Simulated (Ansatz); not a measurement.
Relaxation of Si4Ge⁻ with UKS B3LYP-D4/def2-SVPD.

```sh
$ ansatz run in.yaml --threads 4 --pin off --events-out ev --progress --plain --max-ram 4787MiB
```

```yaml
crystal:
  periodic: [false, false, false]
  atoms:
    - {symbol: Si, position_ang: [1.872170, 1.081900, 0.317100]}
    - {symbol: Si, position_ang: [0.974460, -0.920910, 0.111000]}
    - {symbol: Si, position_ang: [-1.665480, 0.174130, 0.293220]}
    - {symbol: Si, position_ang: [-0.181490, 1.664650, -0.418970]}
    - {symbol: Ge, position_ang: [-0.999660, -1.999770, -0.302350]}
basis:
  gaussian: {orbitals: def2-SVPD}
total_charge: -1
magnetization: {spin_polarized: true, initial_magnetization: 1}
hamiltonian: {xc: {name: B3LYP}, dispersion: d4}
scf: {lower_state_search: "off"}
output: {orbitals: {seedname: orbitals}}
relax: {f_tol: 0.02, max_steps: 100}
```

It took 31 s on 4 threads of Arm Neoverse V2 on a shared host.

Positions (Å) and forces (eV/Å) at steps 1, 2, 3, 4, 5, 7, 8 of 8:

```xyz
5
step=1 energy=-88014.3515 eV
Si    1.872    1.082    0.317    1.599    1.114    0.814
Si    0.974   -0.921    0.111   -0.713    0.456   -0.140
Si   -1.665    0.174    0.293   -0.654   -0.721    1.205
Si   -0.181    1.665   -0.419    0.599    0.430   -1.249
Ge   -1.000   -2.000   -0.302   -0.831   -1.278   -0.629
5
step=2 energy=-88014.9855 eV
Si    1.978    1.172    0.389    0.378    0.023    0.286
Si    0.841   -0.783    0.089   -0.155    0.108   -0.040
Si   -1.634    0.110    0.396   -0.415   -0.171    0.582
Si   -0.110    1.593   -0.511    0.149    0.303   -0.617
Ge   -1.075   -2.092   -0.363    0.043   -0.263   -0.212
5
step=3 energy=-88015.0587 eV
Si    1.986    1.180    0.435    0.000   -0.039   -0.018
Si    0.816   -0.755    0.085   -0.141    0.086   -0.003
Si   -1.631    0.104    0.489   -0.015   -0.120    0.025
Si   -0.095    1.563   -0.601    0.103    0.046   -0.027
Ge   -1.076   -2.092   -0.408    0.052    0.026    0.023
5
step=4 energy=-88015.0642 eV
Si    1.994    1.176    0.434   -0.011   -0.043   -0.017
Si    0.796   -0.740    0.086   -0.110    0.081   -0.012
Si   -1.632    0.094    0.490    0.026   -0.050   -0.014
Si   -0.086    1.570   -0.603    0.045   -0.010    0.017
Ge   -1.072   -2.100   -0.408    0.050    0.022    0.025
5
step=5 energy=-88015.0543 eV rejected
Si    2.034    1.143    0.420    0.048    0.071    0.045
Si    0.743   -0.675    0.055    0.008   -0.217    0.132
Si   -1.670    0.085    0.449    0.097   -0.058    0.097
Si   -0.072    1.577   -0.556   -0.073    0.254   -0.185
Ge   -1.035   -2.130   -0.369   -0.080   -0.050   -0.089
5
step=7 energy=-88015.0530 eV rejected
Si    2.042    1.146    0.413   -0.067    0.018    0.036
Si    0.759   -0.692    0.057   -0.086   -0.030    0.094
Si   -1.683    0.085    0.432    0.186   -0.058    0.117
Si   -0.077    1.599   -0.543    0.006    0.056   -0.152
Ge   -1.041   -2.138   -0.359   -0.040    0.013   -0.095
5
step=8 energy=-88015.0692 eV
Si    2.008    1.159    0.430   -0.001    0.001    0.004
Si    0.758   -0.707    0.078    0.003   -0.004   -0.004
Si   -1.633    0.084    0.481    0.002   -0.001   -0.001
Si   -0.077    1.584   -0.594   -0.001    0.003   -0.002
Ge   -1.057   -2.120   -0.396   -0.002    0.000    0.003
```

Another isomer (doublet) lies 1.04 eV lower at PBE0-D4/def2-TZVPD; other spin states weren't run for this one.
